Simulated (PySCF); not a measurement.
MCl2+ across group 3

Level: PBE0, basis family def2-TZVP, scalar-relativistic core potentials from Rb on and no relativity for lighter atoms.

Each entry is the lowest minimum that a search over a few typed start shapes (and spin states, where more than one is plausible) found, or that minimum re-optimised at the stated level; isomers with ligand–ligand bonds, or fragments after loss of a ligand pair, can lie lower. Open shells are unrestricted; no spin–orbit coupling; PySCF with density fitting.

```csv
molecule,2S+1,point group,mean bond to the central atom (Å),dipole (D),highest ω (cm⁻¹),polar-tensor charge of the central atom,distinct angles (°)
ScCl₂⁺,1,C2v,2.182,6.30,541,1.97,115
YCl₂⁺,1,C2v,2.339,6.92,438,2.12,112
LaCl₂⁺,?,?,?,?,?,?,?
```

**Question.** Fill in the row of LaCl₂⁺.

**Answer.** 2S+1: 1; point group: C2v; mean bond to the central atom (Å): 2.496; dipole (D): 7.08; highest ω (cm⁻¹): 386; polar-tensor charge of the central atom: 2.22; distinct angles (°): 108.

The bond lengthens at every step; the largest change, 0.157 Å, falls between ScCl₂⁺ and YCl₂⁺ among the members listed.

Left out of the table are members whose search was unfinished or whose lowest solution was spin-contaminated, unstable, very soft or bonded differently.
